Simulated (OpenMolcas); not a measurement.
**Ar⁺: the spin-orbit constant, thermal populations, worked from levels**

```yaml
Program: OpenMolcas 26.06
Basis: ANO-RCC-VQZP [6s5p3d2f1g]
Scalar_Hamiltonian: DKH2, point nucleus
Active_space: 7 electrons in 4 orbitals (3s 3p)
State_averaging: 2S+1 = 2 odd, 3 roots; 2S+1 = 2 even, 1 root
Spin-orbit_coupling: RASSI with atomic mean-field integrals over the reference wave functions, term energies averaged over their components
```

Methods: CASSCF; SS-CASPT2, IPEA 0.25 Eh, imaginary shift 0.1 Eh (closed shells correlated: 2s 2p). Measured levels: NIST Handbook of Basic Atomic Spectroscopic Data.

**The spin-orbit constant.** For the Hund term 2P* of p5, E(J) = (A/2) J(J+1) + constant and ζ = -2S·A = -A. From J = 1/2 to J = 3/2 the energy changes by 1.5 A.

```json
{"Source": "CASSCF", "E(3/2) - E(1/2)": "-1350.5", "A": "-900.3", "ζ": "900"}
{"Source": "SS-CASPT2", "E(3/2) - E(1/2)": "-1350.5", "A": "-900.3", "ζ": "900"}
{"Source": "measured", "E(3/2) - E(1/2)": "-1431.6", "A": "-954.4", "ζ": "954"}
```

All in cm-1. SS-CASPT2 is off by -5.7 % and CASSCF by -5.7 %. Both methods take the spin-orbit matrix elements from the reference wave functions, so the second can move ζ only through the term energies and any multistate remixing.

**Thermal populations.** Z = Σ (2J + 1) exp(-E/kT) with k = 0.695035 cm-1/K, over the levels below. No other level of either list lies under 90000 cm-1, which is above 7 kT at each temperature.

```
          Level  2J + 1  SS-CASPT2  measured
3s2 3p5 2P* 3/2       4        0.0       0.0
3s2 3p5 2P* 1/2       2       1350      1432
```

```
T (K)  Z, SS-CASPT2  Z, measured levels  Ground level (%), SS-CASPT2  Ground level (%), measured levels
 5000         5.356               5.325                         74.7                               75.1
 8000         5.569               5.546                         71.8                               72.1
12000         5.701               5.684                         70.2                               70.4
```

At 12000 K, kT = 8340 cm-1, and the computed levels give Z = 4.000 + 1.701 = 5.701.

Over all roots computed the reference weight is 0.86 to 0.95 in SS-CASPT2; the roots of lowest weight are the least certain, and an intruder state may touch them. Without dynamic correlation excited terms often stand tens of per cent too high (terms of higher spin than the ground term too low), and those without a measured partner can miss by more than the paired ones (holds for CASSCF). Computed and measured levels are paired by configuration, term and J; levels that our copy of the source lacks, or whose pairing is in doubt (as where it misses far off the trend of its configuration), stay unpaired and out of the deviations. Only configurations of the active space appear.

* marks odd parity.
